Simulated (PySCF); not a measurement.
## Electronic structure of Ca⁺ (calcium, charge +1) at the wB97X level

Configuration: [Ar] 3d1, 2D determinant (an excited configuration). All numbers are calculated (PySCF 2.14, no relativity, point nucleus, in def2-QZVPPD (11s6p4d3f, 70 functions)).

* Total energy: -677.305 hartree
* One-electron energy: -924.624 hartree
* Hartree (Coulomb) energy: 283.381 hartree
* Exchange-correlation energy: -36.062 hartree
* Kinetic energy: 676.05768 hartree
* ⟨S²⟩: 0.7505
* ⟨L²⟩: 6.006
* Sum of ⟨r⟩: 15.23 bohr
* Sum of ⟨r²⟩: 23.05 bohr²
* Traceless quadrupole moment −½Σ⟨3z² − r²⟩ along its main axis: 1.94 e·bohr²
* Density at the nucleus (Gaussians lack the cusp): 5280 bohr⁻³
* Spin density at the nucleus: -0.0874 bohr⁻³
* Langevin diamagnetic susceptibility: -18.3 ×10⁻⁶ cm³/mol

| shell | electrons | mean orbital energy (hartree) | spread (hartree) | rms radius, mean of both spins (bohr) |
| --- | --- | --- | --- | --- |
| 1s β | 1 | -145.45892 | 0 | 0.0896 |
| 1s α | 1 | -145.45886 | 0 | 0.0896 |
| 2s α | 1 | -15.61052 | 0 | 0.398 |
| 2s β | 1 | -15.60624 | 0 | 0.398 |
| 2p α | 3 | -12.74553 | 0.00603 | 0.365 |
| 2p β | 3 | -12.74184 | 0.01016 | 0.365 |
| 3s α | 1 | -2.05316 | 0 | 1.26 |
| 3s β | 1 | -2.03279 | 0 | 1.26 |
| 3p α | 3 | -1.32817 | 0.00338 | 1.40 |
| 3p β | 3 | -1.30403 | 0.03215 | 1.40 |
| 3d α | 1 | -0.34436 | 0 | 2.64 |
